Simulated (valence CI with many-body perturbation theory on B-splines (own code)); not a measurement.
Valence orbitals of Sn II

Calculated by configuration interaction combined with many-body perturbation theory (CI+MBPT): three valence electrons over a frozen Dirac-Fock core [Kr] 4d10, a basis of 11 s, 11 p, 9 d, 7 f, 5 g, 2 h, 1 i functions for each j, with the one-electron correlation potential Σ1 (screened to all orders), the two-electron term Σ2, the three-electron term Σ3, Breit, model QED; selected single and double excitations, second order for the rest (own B-spline code, finite nucleus).

Set against measurement, 15 paired levels are off by 128 cm⁻¹ on average, the worst by 354. These come from a selection out of the NIST Handbook of Basic Atomic Spectroscopic Data. Levels without a partner in it may be off by more.

These are the spectroscopic orbitals of the CI (the correlating ones are not listed), shaped by the core and the other valence electrons. h is the expectation value of the core's Dirac-Fock operator, without the valence repulsion; Σ1 is computed up to l = 3 at one energy for each symmetry, that of its lowest orbital but kept below the first core excitation, so for empty shells it is not the orbital's own correlation shift; Breit and QED include the response of the core.

```csv
Orbital,h (hartree),Σ1 (cm⁻¹),Breit (cm⁻¹),QED (cm⁻¹),⟨r⟩ (bohr)
5s1/2,-1.4228,-11023,103,128,2.408
6s1/2,-0.63971,-1690,21.2,25.2,5.823
7s1/2,-0.3601,-561,7.5,8.9,10.85
8s1/2,-0.232,-263,3.6,4.3,17.31
5p1/2,-1.111,-7355,119,-1.5,2.925
6p1/2,-0.51893,-1140,23.4,-0.4,7.158
7p1/2,-0.30758,-453,10.0,-0.2,12.72
8p1/2,-0.20445,-231,5.2,-0.1,19.69
5p3/2,-1.0829,-6796,64.1,5.4,3.016
6p3/2,-0.51001,-1091,12.9,1.0,7.293
7p3/2,-0.30352,-436,5.8,0.4,12.90
8p3/2,-0.20232,-223,3.1,0.2,19.90
5d3/2,-0.64033,-1257,4.0,-1.0,5.275
6d3/2,-0.35521,-453,1.8,-0.4,10.69
7d3/2,-0.22834,-222,0.9,-0.2,17.50
5d5/2,-0.63724,-1223,-0.5,-0.5,5.306
6d5/2,-0.35396,-443,-0.2,-0.2,10.72
7d5/2,-0.22771,-217,-0.1,-0.1,17.54
4f5/2,-0.38417,-172,-0.1,0.0,8.768
5f5/2,-0.24697,-109,-0.1,0.0,15.38
4f7/2,-0.38423,-172,-0.1,0.0,8.766
5f7/2,-0.24703,-109,-0.1,0.0,15.38
5g7/2,-0.24017,,0.0,0.0,13.74
5g9/2,-0.24017,,0.0,0.0,13.74
```

Among the shells of the start configuration 5s2 5p1, Σ1 is largest in size for 5s1/2, where it is 3.5 % of h.

Lowest root of each symmetry, sizes in configuration state functions:

```csv
J,Parity,Roots,Reference,Variational,Second order,Change by selected CI (cm⁻¹),Change by second order (cm⁻¹)
1/2,even,6,6,8200,34882,-4285,-3
3/2,even,6,6,11954,65093,-4282,-5
5/2,even,5,5,10652,84407,-4436,-8
7/2,even,1,1,1554,61625,-9251,-3
9/2,even,1,1,1552,54732,-9251,-2
1/2,odd,5,7,6273,33101,-8795,-11
3/2,odd,5,7,8728,60157,-8978,-14
5/2,odd,3,3,10422,84551,-9921,-6
7/2,odd,2,2,5104,74824,-9922,-9
```
